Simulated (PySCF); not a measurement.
Vibration and rotation of BPb⁻

UHF-CCSD(T) constants of BPb⁻, ³Π (triplet), unpaired electrons σ ↑, π ↑ (PySCF, scalar-relativistic core potentials, basis sets B aug-cc-pVDZ, Pb aug-cc-pVDZ-PP with ECP60; masses 11.0093 and 207.9766 u):

```
ωe              : 506.2 cm⁻¹
ωexe            : 2.22 cm⁻¹
Be              : 0.32074 cm⁻¹
αe              : 0.00264 cm⁻¹
D (centrifugal) : 5.15e-07 cm⁻¹
De to B + Pb⁻   : 2.13 eV
```

Task: Give the vibrational terms G(v) and spacings up to v = 3.

Result: G(v) = ωe(v+½) − ωexe(v+½)².

```csv
v,G(v) (cm⁻¹),G(v) − G(v−1),Bv (cm⁻¹)
0,253,,0.3194
1,754,502,0.3168
2,1252,497,0.3141
3,1745,493,0.3115
```

Task: How well does the Morse estimate ωe²/(4ωexe) reproduce De, and what is D0?

Result: It gives 3.58 eV, 168 % of the computed De. D0 = De − G(0) = 2.13 − 0.03 = 2.10 eV.

Correlated steps freeze 5 core orbitals. Correlated levels converge slowly with the basis: in double zeta they bind strong bonds too weakly, by up to about 1 eV, and carry superposition errors of some tenths. These are scalar-relativistic numbers at best; spin–orbit coupling would shift them, the dissociation energy most. For an ion De counts to the pair picked by the measured ionisation energies or electron affinities, which need not be the lowest pair at this level. The state is the lowest determinant that a PBE0 search found; another state may lie lower at other levels.
